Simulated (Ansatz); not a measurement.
The cluster Ni3⁻. Total charge -1; doublet. Geometry PBE0-D4/def2-TZVPD.

```xyz
3

Ni    0.973    0.945   -0.359
Ni    0.206   -0.833    1.110
Ni   -1.179   -0.112   -0.751
```

At LDA (SPW92)/def2-TZVPD, PBE-D4/def2-SVPD, PBE-D4/def2-TZVPD, r2SCAN-D4/def2-TZVPD and others the charge -1 doublet is spin-contaminated (final ⟨S²⟩ up to 2.74, 0.75 for a pure state). At LDA (SPW92)/def2-TZVPD, PBE-D4/def2-SVPD, PBE-D4/def2-TZVPD, r2SCAN-D4/def2-TZVPD and others the highest occupied level of the charge -1 doublet lies above zero (up to 1.05 eV). It is a level of β spin, whose loss leaves a triplet; that state wasn't run at this geometry and level. The electron is either unbound and held by the finite basis, or the level is raised by self-interaction error. At LDA (SPW92)/def2-TZVPD the gap within one spin of the charge -1 doublet nearly closes, so an electron or hole may be smeared out by delocalisation error. The geometry of the doublet was relaxed on an unsound state (⟨S²⟩ 2.74, where a pure state has 0.75). The order of the spin states hangs on the level: the sextet lies 0.28 eV below the doublet at PBE0-D4/def2-TZVPD, but 0.10 eV above it at LDA (SPW92)/def2-TZVPD. The doublet is doubtful at PBE0-D4/def2-TZVPD (⟨S²⟩ 2.74, where a pure state has 0.75). The doublet is doubtful at LDA (SPW92)/def2-TZVPD (⟨S²⟩ 1.83, where a pure state has 0.75). The sextet is doubtful at LDA (SPW92)/def2-TZVPD (an occupied level 0.08 eV above an empty one). The structure comes from a short search, and lower isomers may exist.

Question: Estimate the α-spin orbital energies around the gap (eV) in Ansatz with LDA (SPW92)/def2-TZVPD, PBE-D4/def2-SVPD, PBE-D4/def2-TZVPD, r2SCAN-D4/def2-TZVPD, PBE0-D4/def2-TZVPD.

Answer: 
| orbital | LDA (SPW92)/def2-TZVPD | PBE-D4/def2-SVPD | PBE-D4/def2-TZVPD | r2SCAN-D4/def2-TZVPD | PBE0-D4/def2-TZVPD |
| --- | --- | --- | --- | --- | --- |
| HOMO−13 | -1.06 | -1.08 | -1.13 | -1.95 | -4.42 |
| HOMO−12 | -0.66 | -0.82 | -0.63 | -1.54 | -3.61 |
| HOMO−11 | -0.55 | -0.71 | -0.61 | -1.53 | -3.46 |
| HOMO−10 | -0.19 | -0.54 | -0.39 | -1.34 | -3.14 |
| HOMO−9 | -0.02 | -0.34 | -0.10 | -1.34 | -3.14 |
| HOMO−8 | -0.02 | -0.28 | -0.10 | -1.20 | -2.55 |
| HOMO−7 | 0.15 | -0.06 | -0.07 | -1.01 | -2.55 |
| HOMO−6 | 0.15 | -0.06 | -0.07 | -1.01 | -2.39 |
| HOMO−5 | 0.21 | 0.00 | 0.11 | -0.64 | -2.19 |
| HOMO−4 | 0.27 | 0.22 | 0.25 | -0.50 | -2.18 |
| HOMO−3 | 0.27 | 0.23 | 0.25 | -0.50 | -2.18 |
| HOMO−2 | 0.45 | 0.29 | 0.39 | -0.48 | -2.11 |
| HOMO−1 | 0.45 | 0.35 | 0.39 | -0.48 | -2.11 |
| HOMO | 0.57 | 0.36 | 0.47 | -0.46 | -1.64 |
| LUMO | 1.15 | 1.19 | 1.34 | 1.49 | 2.05 |
| LUMO+1 | 1.15 | 1.27 | 1.34 | 1.49 | 2.05 |
| LUMO+2 | 2.63 | 2.37 | 2.73 | 2.63 | 2.92 |
| LUMO+3 | 2.93 | 2.98 | 3.13 | 3.25 | 3.73 |
| LUMO+4 | 3.48 | 3.55 | 3.67 | 3.73 | 4.26 |
| LUMO+5 | 3.48 | 3.57 | 3.67 | 3.73 | 4.26 |
| β HOMO | 1.05 | 0.86 | 0.94 | 0.67 | 0.17 |
| β LUMO | 1.12 | 1.21 | 1.27 | 1.36 | 2.60 |
